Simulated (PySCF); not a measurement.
## Solvent effects on NMR parameters

Atoms are numbered as in `[CH2:1]=[CH:2][NH:3][C:4](=[O:5])/[CH:6]=[CH:7]/[O:8][CH3:9]` (H(Xn): hydrogen on atom n). Ha(C1) is cis to N3; Hb(C1) is trans to N3.

GIAO PBE0/pcSseg-1 in PySCF 2.14.0 with density-fitted response routines on one PBE0-D3(BJ)/def2-SVP conformer, non-relativistic, equivalent nuclei averaged. Solvents enter as an IEF-PCM continuum (cyclohexane with ε = 2.0, chloroform with ε = 4.7) around the gas-phase geometry. Shifts are referred to TMS computed in the same medium.

In cyclohexane, δ in ppm: C7 171.5, C4 163.8, C2 137.0, C6 97.7, C1 93.7, C9 55.8, H(C7) 7.86, H(C2) 7.30, H(N3) 6.05, H(C6) 4.67, Ha(C1) 4.50, Hb(C1) 4.47, H(C9) 3.62. Dipole moment 5.34 D.

(1) How does each δ change in the more polar medium?

(2) Which nuclei move most (in ppm), and what does the model miss?

Results:

(1) 
| atoms | environment | Δδ, chloroform |
| --- | --- | --- |
| C7 | alkene carbon bearing oxygen | +0.3 |
| C4 | amide carbonyl carbon | +1.3 |
| C2 | alkene carbon bearing nitrogen | +0.1 |
| C6 | β carbon of an enol-ether or enamine type C=C | +1.0 |
| C1 | β carbon of an enol-ether or enamine type C=C | +0.8 |
| C9 | methyl carbon bonded to O | +0.6 |
| H(C7) | hydrogen on an alkene carbon bearing oxygen | -0.03 |
| H(C2) | hydrogen on an alkene carbon bearing nitrogen | -0.05 |
| H(N3) | hydrogen on an amide-type nitrogen | +0.33 |
| H(C6) | hydrogen on a β carbon of an enol-ether or enamine type C=C | +0.21 |
| Ha(C1) | hydrogen on a β carbon of an enol-ether or enamine type C=C | +0.12 |
| Hb(C1) | hydrogen on a β carbon of an enol-ether or enamine type C=C | +0.05 |
| H(C9) | hydrogen on a methyl carbon bonded to O | +0.08 |

Changes are relative to cyclohexane. The dipole moment becomes 5.83 D in chloroform.

(2) C4 (amide carbonyl carbon, +1.3 ppm) in chloroform. A continuum only polarises the solute; specific hydrogen bonds, the anisotropy of aromatic solvents and changes of geometry or conformer are outside it.
